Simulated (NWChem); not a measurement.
System: C4N4O4Si; SMILES N([Si](N=C=O)(N=C=O)N=C=O)=C=O

Parts of the log:

```
             Northwest Computational Chemistry Package (NWChem) 7.3.0
             --------------------------------------------------------

                             Geometry "geometry" -> ""
                             -------------------------

 Output coordinates in angstroms (scale by  1.889725989 to convert to a.u.)

  No.       Tag          Charge          X              Y              Z
 ---- ---------------- ---------- -------------- -------------- --------------
    1 O                    8.0000     2.36286300     2.36286300     2.36235600
    2 C                    6.0000     1.68253100     1.68253100     1.68227300
    3 N                    7.0000     0.98352000     0.98352000     0.98355800
    4 Si                  14.0000     0.00000000     0.00000000     0.00000000
    5 N                    7.0000     0.98352000    -0.98352000    -0.98355800
    6 C                    6.0000     1.68253100    -1.68253100    -1.68227300
    7 O                    8.0000     2.36286300    -2.36286300    -2.36235600
    8 N                    7.0000    -0.98352000     0.98352000    -0.98355800
    9 C                    6.0000    -1.68253100     1.68253100    -1.68227300
   10 O                    8.0000    -2.36286300     2.36286300    -2.36235600
   11 N                    7.0000    -0.98352000    -0.98352000     0.98355800
   12 C                    6.0000    -1.68253100    -1.68253100     1.68227300
   13 O                    8.0000    -2.36286300    -2.36286300     2.36235600

 Effective nuclear repulsion energy (a.u.)     754.9695024555

                                 NWChem DFT Module
                                 -----------------

 Summary of "ao basis" -> "ao basis" (spherical)
 ------------------------------------------------------------------------------
       Tag                 Description            Shells   Functions and Types
 ---------------- ------------------------------  ------  ---------------------
 O                          def2-svp                 6       14   3s2p1d
 C                          def2-svp                 6       14   3s2p1d
 N                          def2-svp                 6       14   3s2p1d
 Si                         def2-svp                 8       18   4s3p1d

 in cosmo_initialize ...
 calling solv_data for solv:dioxane

 solvent parameters
 solvname_short: dioxane
 solvname_long:  1,4-dioxane
 dielec:        2.2099
 dielecinf:     2.0232
 nonaqueous SMD model solvent descriptors
 dielec:        2.2099
 sola:          0.0000
 solb:          0.6400
 solc:          0.0000
 solg:         47.1400
 solh:          0.0000
 soln:          1.4224

          ---------------
          -cosmo- solvent
          ---------------
 Cosmo: York-Karplus, doi: 10.1021/jp992097l
 dielectric constant -eps-     =   2.21
 screen = (eps-1)/(eps    )    =   0.54749
 surface charge correction     = lagrangian

   van der Waals surface
 --------------------------

[...]

                                COSMO-SMD solvation results
                                ---------------------------

             internal energy in gas <Psi(g)|H|Psi(g)> =      -961.440440326581
         internal energy in solvent <Psi(s)|H|Psi(s)> =      -961.440198340756
                               delta internal energy  =         0.000241985826 (    0.15 kcal/mol)
   total free energy in solvent <Psi(s)|H+V/2|Psi(s)> =      -961.444215108802
 polarization energy contribution <Psi(s)|V/2|Psi(s)> =        -0.004016768047 (   -2.52 kcal/mol)
    total free energy in solvent including G(SMD-CDS) =      -961.444090236947
                       G(SMD-CDS) energy contribution =         0.000124871855 (    0.08 kcal/mol)
     1 M fixed-concentration free energy of solvation =        -0.003649910366 (   -2.29 kcal/mol)

                       DFT Final Molecular Orbital Analysis
                       ------------------------------------

 Vector   47  Occ=2.000000D+00  E=-3.112250D-01
              MO Center= -1.5D-05,  2.8D-03,  5.9D-08, r^2= 8.9D+00
   Bfn.  Coefficient  Atom+Function         Bfn.  Coefficient  Atom+Function
  ----- ------------  ---------------      ----- ------------  ---------------
    32      0.173400   3 N  px               33     -0.173721   3 N  py
    64     -0.173400   5 N  px               65     -0.173082   5 N  py
   106      0.173404   8 N  px              107      0.173721   8 N  py
   148     -0.173404  11 N  px              149      0.173082  11 N  py
     4      0.147250   1 O  px                5     -0.147523   1 O  py

 Vector   48  Occ=2.000000D+00  E=-3.112245D-01
              MO Center=  1.4D-03, -1.4D-03,  7.6D-01, r^2= 8.3D+00
   Bfn.  Coefficient  Atom+Function         Bfn.  Coefficient  Atom+Function
  ----- ------------  ---------------      ----- ------------  ---------------
    34      0.245238   3 N  pz              150     -0.245238  11 N  pz
     6      0.208263   1 O  pz              178     -0.208263  13 O  pz
    37     -0.192850   3 N  pz              153      0.192850  11 N  pz
     9      0.152488   1 O  pz              181     -0.152488  13 O  pz
    33     -0.123199   3 N  py               65      0.123690   5 N  py

 Vector   49  Occ=2.000000D+00  E=-3.112245D-01
              MO Center= -1.4D-03, -1.4D-03, -7.6D-01, r^2= 8.3D+00
   Bfn.  Coefficient  Atom+Function         Bfn.  Coefficient  Atom+Function
  ----- ------------  ---------------      ----- ------------  ---------------
    66      0.245238   5 N  pz              108     -0.245238   8 N  pz
    94      0.208263   7 O  pz              136     -0.208263  10 O  pz
    69     -0.192850   5 N  pz              111      0.192850   8 N  pz
    97      0.152488   7 O  pz              139     -0.152488  10 O  pz
    32     -0.123238   3 N  px               64      0.123205   5 N  px

 Vector   50  Occ=0.000000D+00  E=-1.604439D-02
              MO Center= -4.4D-04,  2.2D-04,  5.2D-01, r^2= 8.3D+00
   Bfn.  Coefficient  Atom+Function         Bfn.  Coefficient  Atom+Function
  ----- ------------  ---------------      ----- ------------  ---------------
    54      0.515778   4 Si py               63      0.283320   5 N  s
   105     -0.283160   8 N  s                19     -0.253417   2 C  py
    53     -0.254273   4 Si px              163     -0.253492  12 C  py
    22     -0.200333   2 C  py              166     -0.200425  12 C  py
    18      0.192873   2 C  px              162      0.192798  12 C  px

 Vector   51  Occ=0.000000D+00  E=-1.604438D-02
              MO Center=  4.6D-04,  9.3D-04, -5.2D-01, r^2= 8.3D+00
   Bfn.  Coefficient  Atom+Function         Bfn.  Coefficient  Atom+Function
  ----- ------------  ---------------      ----- ------------  ---------------
    53      0.515777   4 Si px               31     -0.283072   3 N  s
   147      0.283408  11 N  s                54      0.254274   4 Si py
    78     -0.253375   6 C  px              120     -0.253534   9 C  px
    81     -0.200281   6 C  px              123     -0.200477   9 C  px
    79     -0.192915   6 C  py              121     -0.192756   9 C  py

 Vector   52  Occ=0.000000D+00  E=-1.603025D-02
              MO Center= -1.7D-05, -1.2D-03, -3.2D-08, r^2= 8.5D+00
   Bfn.  Coefficient  Atom+Function         Bfn.  Coefficient  Atom+Function
  ----- ------------  ---------------      ----- ------------  ---------------
    55      0.575068   4 Si pz               20     -0.233246   2 C  pz
    80     -0.233422   6 C  pz              122     -0.233248   9 C  pz
   164     -0.233424  12 C  pz               31     -0.211775   3 N  s
   105      0.211769   8 N  s                52      0.210551   4 Si pz
    63      0.211403   5 N  s               147     -0.211397  11 N  s

------------------------------------------------------------
EAF file 0: "./job.aoints.0" size=386400256 bytes
------------------------------------------------------------
               write      read    awrite     aread      wait
               -----      ----    ------     -----      ----
     calls:      737        15         0     11040     11040
   data(b): 3.86e+08  7.86e+06  0.00e+00  5.79e+09
   time(s): 0.00e+00  0.00e+00  0.00e+00  0.00e+00  0.00e+00
rate(mb/s): 0.00e+00  0.00e+00
------------------------------------------------------------

     Multipole analysis of the density
     ---------------------------------

     L   x y z        total         alpha         beta         nuclear
     -   - - -        -----         -----         ----         -------
     0   0 0 0     -0.000000    -49.000000    -49.000000     98.000000

     1   1 0 0     -0.000000     -0.000000     -0.000000      0.000000
     1   0 1 0      0.000000      0.000000      0.000000      0.000000
     1   0 0 1      0.000000      0.000000      0.000000      0.000000

[...]
```

Level: B3LYP/def2-SVP, SMD on the gas-phase geometry. The geometry was optimised at PBE-D3(BJ)/def2-SVP. No frequency run checked for a minimum. B3LYP is NWChem's, with the RPA form of VWN correlation. Solvent: 1,4-dioxane.

Task: Reconstruct the input file.

Result: Several could match; the one computed here: the input that was run:
```
start job
memory heap 200 mb stack 900 mb global 1100 mb
geometry units angstroms noautosym nocenter noautoz
  O      2.362863     2.362863     2.362356
  C      1.682531     1.682531     1.682273
  N      0.983520     0.983520     0.983558
  Si     0.000000     0.000000     0.000000
  N      0.983520    -0.983520    -0.983558
  C      1.682531    -1.682531    -1.682273
  O      2.362863    -2.362863    -2.362356
  N     -0.983520     0.983520    -0.983558
  C     -1.682531     1.682531    -1.682273
  O     -2.362863     2.362863    -2.362356
  N     -0.983520    -0.983520     0.983558
  C     -1.682531    -1.682531     1.682273
  O     -2.362863    -2.362863     2.362356
end
basis spherical
  * library def2-svp
end
dft
  xc b3lyp
  iterations 150
  semidirect filesize 400000000
end
cosmo
  do_cosmo_smd true
  solvent dioxane
end
task dft energy
```
